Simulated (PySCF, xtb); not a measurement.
C4H7ClSi, SMILES [SiH3]C(=C=CCl)C.

Harmonic wavenumbers (cm⁻¹) from GFN2-xTB run with xtb at its own minimum, in rising order: 71, 80, 103, 123, 191, 239, 310, 442, 462, 539, 554, 622, 707, 723, 767, 780, 787, 970, 1018, 1128, 1142, 1359, 1393, 1478, 1482, 2037, 2240, 2250, 2304, 3006, 3018, 3034, 3071.

What does PySCF 2.14.0 with PBE-D3(BJ)/def2-SVP give at its own minimum? (The exact figures need the calculation; the answer reports its results.)

77, 92, 113, 140, 191, 241, 310, 447, 499, 607, 631, 646, 726, 750, 879, 899, 914, 921, 988, 1097, 1150, 1322, 1327, 1400, 1410, 1993, 2151, 2156, 2196, 2962, 3038, 3077, 3121. Paired by order, the mean absolute difference is 46 cm⁻¹ and the zero-point energies are 54.9 and 55.0 kcal/mol.
